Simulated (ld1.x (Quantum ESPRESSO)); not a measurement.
## Which change was made? (F, TM)

* Element: fluorine
* Generator: ld1.x (Quantum ESPRESSO) 7.5
* Type: norm-conserving Troullier–Martins (Kleinman–Bylander form)
* Functional: PBE
* Relativity: non-relativistic
* Frozen core: [He]
* Valence charge: 7
* Reference configuration: 2s2 2p5
* Partial waves: 2p (bound): rc 1.05 bohr; 2s (bound): rc 0.50 bohr
* Local potential: the s channel
* Core correction: a·sin(br)/r model core, default radius (core density twice the valence density)

Cutoffs, loose and tight: the cutoffs (Ry, on a coarse ladder) from which the occupation-weighted sum of valence levels, in a spherical-Bessel basis at the reference potential, stays within 10 and 1 mRy of its value at 400 Ry. They do not see the model core or the augmentation charge, which bear on the density cutoff. Test errors are all-electron minus pseudo excitation energies from the reference, over the configurations 2s2 2p4; 2s2 2p3; 2s2 2p2; 2s2 2p4.5; 2s2 2p1; 2s1 2p5; 2s2 2p5.3; variants that change the core or the reference have their own tests.

The base gives: outcome: generated; cutoff, loose: 300 Ry; cutoff, tight: over 300 Ry; bound ghosts: none; largest test error (meV): +776.

Task: After one change the result is: outcome: generated; cutoff, loose: 300 Ry; cutoff, tight: over 300 Ry; bound ghosts: none; largest test error (meV): +2209. Which change was it?
A. wave 2p (bound): rc 1.05 bohr becomes 2p (bound): rc 1.38 bohr
B. wave 2p (bound): rc 1.05 bohr becomes 2p (bound): rc 0.86 bohr
C. wave 2p (bound): rc 1.05 bohr becomes 2p (bound): rc 0.72 bohr
D. wave 2p (bound): rc 1.05 bohr becomes 2p (bound): rc 0.98 bohr

Result: A. The others give: wave 2p (bound): rc 1.05 bohr becomes 2p (bound): rc 0.86 bohr → outcome: generated; cutoff, loose: 300 Ry; cutoff, tight: over 300 Ry; bound ghosts: none; largest test error (meV): +382 | wave 2p (bound): rc 1.05 bohr becomes 2p (bound): rc 0.98 bohr → outcome: generated; cutoff, loose: 300 Ry; cutoff, tight: over 300 Ry; bound ghosts: none; largest test error (meV): +591 | wave 2p (bound): rc 1.05 bohr becomes 2p (bound): rc 0.72 bohr → outcome: generated; cutoff, loose: 300 Ry; cutoff, tight: over 300 Ry; bound ghosts: none; largest test error (meV): +218.
